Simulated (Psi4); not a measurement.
Psi4 input (wB97X-D/6-311+G**):

```
memory 1500 MB

molecule {
1 1
C    -2.41210200    0.78899600   -0.93506300
Si   -1.36423700   -0.65311500   -0.48207700
O    -0.21556600   -0.09084900    0.78216000
Si    1.58523700   -0.23242500    0.79625900
C     2.22168100    0.95282100   -0.45773100
H    -1.81595200    1.61715200   -1.32085400
H    -3.00676800    1.14090200   -0.08957000
H    -3.11209600    0.48526800   -1.71881800
H    -2.05869100   -1.76829100    0.17527600
H    -0.38195000   -1.08773200   -1.48515600
H    -0.60339800    0.24420000    1.60461000
H     1.77950300   -1.65422700    0.48528500
H     1.84434800    0.10731800    2.20277500
H     1.87806300    0.70447400   -1.46321000
H     3.31452300    0.90493700   -0.46514500
H     1.93546800    1.97945500   -0.22425400
symmetry c1
no_reorient
no_com
}

set {
  basis 6-311+G**
  reference rks
  scf_type df
  df_basis_scf def2-universal-jkfit
  dft_radial_points 99
  dft_spherical_points 590
  e_convergence 1e-8
  d_convergence 1e-7
  maxiter 150
}

e = energy('wb97x-d')
print_out(f'\nFINAL {e:.10f} DIPOLE {variable("CURRENT DIPOLE")[0]:.6f} {variable("CURRENT DIPOLE")[1]:.6f} {variable("CURRENT DIPOLE")[2]:.6f}\n')
```

Output:

```
   => Loading Basis Set <=

    Name: 6-311+G**
    Role: ORBITAL
    Keyword: BASIS
    atoms 1, 5 entry C          line   129 file 6-311pgss.gbs
    atoms 2, 4 entry SI         line   351 file 6-311pgss.gbs
    atoms 3    entry O          line   171 file 6-311pgss.gbs
    atoms 6-16 entry H          line    42 file 6-311pgss.gbs

   => WB97X-D: Empirical Dispersion <=

    Chai and Head-Gordon Dispersion Correction
    Chai, J.-D.; Head-Gordon, M. (2010), J. Chem. Phys., 132: 6615-6620

        s6 =       1.000000

         ---------------------------------------------------------
                                   SCF
               by Justin Turney, Rob Parrish, Andy Simmonett
                          and Daniel G. A. Smith
                              RKS Reference
         ---------------------------------------------------------

  ==> Geometry <==

    Molecular point group: c1
    Full point group: C1

    Geometry (in Angstrom), charge = 1, multiplicity = 1:

       Center              X                  Y                   Z               Mass
    ------------   -----------------  -----------------  -----------------  -----------------
         C           -2.412102000000     0.788996000000    -0.935063000000    12.000000000000
         SI          -1.364237000000    -0.653115000000    -0.482077000000    27.976926534650
         O           -0.215566000000    -0.090849000000     0.782160000000    15.994914619570
         SI           1.585237000000    -0.232425000000     0.796259000000    27.976926534650
         C            2.221681000000     0.952821000000    -0.457731000000    12.000000000000
         H           -1.815952000000     1.617152000000    -1.320854000000     1.007825032230
         H           -3.006768000000     1.140902000000    -0.089570000000     1.007825032230
         H           -3.112096000000     0.485268000000    -1.718818000000     1.007825032230
         H           -2.058691000000    -1.768291000000     0.175276000000     1.007825032230
         H           -0.381950000000    -1.087732000000    -1.485156000000     1.007825032230
         H           -0.603398000000     0.244200000000     1.604610000000     1.007825032230
         H            1.779503000000    -1.654227000000     0.485285000000     1.007825032230
         H            1.844348000000     0.107318000000     2.202775000000     1.007825032230
         H            1.878063000000     0.704474000000    -1.463210000000     1.007825032230
         H            3.314523000000     0.904937000000    -0.465145000000     1.007825032230
         H            1.935468000000     1.979455000000    -0.224254000000     1.007825032230

  Running in c1 symmetry.

  Rotational constants: A =      0.18450  B =      0.04801  C =      0.04308 [cm^-1]
  Rotational constants: A =   5531.13230  B =   1439.29830  C =   1291.38660 [MHz]
  Nuclear repulsion =  308.960102606668670

  Charge       = 1
  Multiplicity = 1
  Electrons    = 58
  Nalpha       = 29
[...]

    Virtual:

      30A     -0.133470    31A     -0.082328    32A     -0.073174
      33A     -0.064949    34A     -0.059949    35A     -0.054107
      36A     -0.033058    37A     -0.026938    38A     -0.022422
      39A     -0.016300    40A     -0.010406    41A     -0.006716
      42A     -0.002576    43A      0.001975    44A      0.009104
      45A      0.010614    46A      0.019665    47A      0.027327
      48A      0.034254    49A      0.035909    50A      0.043905
      51A      0.052322    52A      0.060921    53A      0.061451
      54A      0.068396    55A      0.083553    56A      0.088726
      57A      0.098991    58A      0.121839    59A      0.147657
      60A      0.152475    61A      0.169018    62A      0.192497
      63A      0.200078    64A      0.201478    65A      0.206935
      66A      0.219379    67A      0.228863    68A      0.242769
      69A      0.248947    70A      0.249714    71A      0.310943
      72A      0.321175    73A      0.326583    74A      0.352361
      75A      0.367433    76A      0.374143    77A      0.393298
      78A      0.400267    79A      0.432187    80A      0.440006
      81A      0.448402    82A      0.480508    83A      0.486952
      84A      0.544709    85A      0.547595    86A      0.562414
      87A      0.571369    88A      0.579755    89A      0.591704
      90A      0.603615    91A      0.621638    92A      0.646175
      93A      0.675063    94A      0.734705    95A      0.745882
      96A      0.752340    97A      0.764259    98A      0.770580
      99A      0.795802   100A      0.815711   101A      0.827314
     102A      0.951375   103A      0.967815   104A      0.995315
     105A      1.014678   106A      1.019082   107A      1.058271
     108A      1.079053   109A      1.139829   110A      1.166357
     111A      1.192881   112A      1.194975   113A      1.215250
     114A      1.253406   115A      1.312442   116A      1.344058
     117A      1.376699   118A      1.383179   119A      1.389461
     120A      1.394607   121A      1.452359   122A      1.470947
     123A      1.482207   124A      1.503564   125A      1.513553
     126A      1.520067   127A      1.550047   128A      1.564767
     129A      1.590247   130A      1.611294   131A      1.635315
     132A      1.662814   133A      1.695341   134A      1.708817
     135A      1.725091   136A      1.734477   137A      1.826483
     138A      1.871004   139A      1.898634   140A      1.910895
     141A      1.987560   142A      2.001542   143A      2.031719
     144A      2.038366   145A      2.119366   146A      2.131230
     147A      2.175531   148A      2.179549   149A      2.381509
     150A      2.384937   151A      2.405846   152A      2.436373
     153A      2.444400   154A      2.457200   155A      2.462197
     156A      2.480786   157A      2.485137   158A      2.504139
     159A      2.529312   160A      2.576567   161A      2.598343
     162A      2.643277   163A      2.649866   164A      2.751852
     165A      2.773346   166A      2.799770   167A      2.927857
     168A      2.973301   169A      3.026976   170A      3.183771
     171A      3.199382   172A      3.678149   173A      3.679989
     174A      3.695530   175A      3.704285   176A      3.722692
     177A      4.888722   178A      4.995904   179A      5.353288
     180A      5.612272   181A      5.650827   182A     11.300709
     183A     11.339801   184A     11.380335   185A     11.389258
     186A     11.423956   187A     11.436219   188A     23.904641
     189A     23.907735   190A     49.789886   191A    141.120105
     192A    141.175367

    Final Occupation by Irrep:
              A
    DOCC [    29 ]
    NA   [    29 ]
    NB   [    29 ]

  @DF-RKS Final Energy:  -736.87003686661808

   => Energetics <=

    Nuclear Repulsion Energy =            308.9601026066686700
    One-Electron Energy =               -1619.2773746922639475
    Two-Electron Energy =                 619.7454076842054747
    DFT Exchange-Correlation Energy =     -46.2912173131314262
    Empirical Dispersion Energy =          -0.0069551520967855
    VV10 Nonlocal Energy =                  0.0000000000000000
    Total Energy =                       -736.8700368666180793

Computation Completed

Properties will be evaluated at   0.000000,   0.000000,   0.000000 [a0]

Properties computed using the SCF density matrix

 Multipole Moments:

 ------------------------------------------------------------------------------------
     Multipole            Electronic (a.u.)      Nuclear  (a.u.)        Total (a.u.)
 ------------------------------------------------------------------------------------

 L = 1.  Multiply by 2.5417464519 to convert [e a0] to [Debye]
 Dipole X            :         -0.2268083           -0.0000076           -0.2268159
 Dipole Y            :          0.1474623            0.0000113            0.1474736
 Dipole Z            :          0.4761580            0.0000057            0.4761637
 Magnitude           :                                                    0.5476548

 ------------------------------------------------------------------------------------

FINAL -736.8700368666 DIPOLE -0.226816 0.147474 0.476164

*** Psi4 exiting successfully. Buy a developer a beer!
```

The dipole moment of an ion depends on the origin.

The geometry given is a B3LYP-D3(BJ)/def2-TZVP minimum.
